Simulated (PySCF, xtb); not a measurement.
CHCl₂, charge +1, multiplicity 1. Atoms are numbered in the order given.

```xyz
4

Cl     0.0000    -1.4363     0.1567
C      0.0000     0.0000    -0.6057
Cl     0.0000     1.4363     0.1567
H      0.0000     0.0000    -1.6950
```
Charge +1, spin multiplicity 1.

Coordinates come from a B3LYP-D3(BJ)/def2-TZVP optimisation. The multiplicity is an assumed one; other spin states were not compared. The isomer is the one that the SMILES or the coordinates give; other isomers of the formula were not compared.

Calculation: IEF-PCM-B3LYP/def2-SVP (PySCF 2.14.0).

The values are the electrostatic part of the solvation free energy, E(continuum) − E(gas) at the gas-phase geometry, in a cavity of scaled van der Waals radii (PySCF's table); cavitation and dispersion terms are not included. In vacuum the orbital gap is 5.46 eV.

```json
[
 {"solvent": "water", "ε": "78.36", "ΔG(elec) (kcal/mol)": "-63.4", "gap (eV)": "5.59"},
 {"solvent": "dichloromethane", "ε": "8.93", "ΔG(elec) (kcal/mol)": "-56.9", "gap (eV)": "5.57"},
 {"solvent": "dimethylsulfoxide", "ε": "46.83", "ΔG(elec) (kcal/mol)": "-62.8", "gap (eV)": "5.59"}
]
```

For comparison, GFN2-xTB/ALPB(water) (xtb, at the GFN2-xTB geometry, all terms of that model) gives -61.2 kcal/mol.
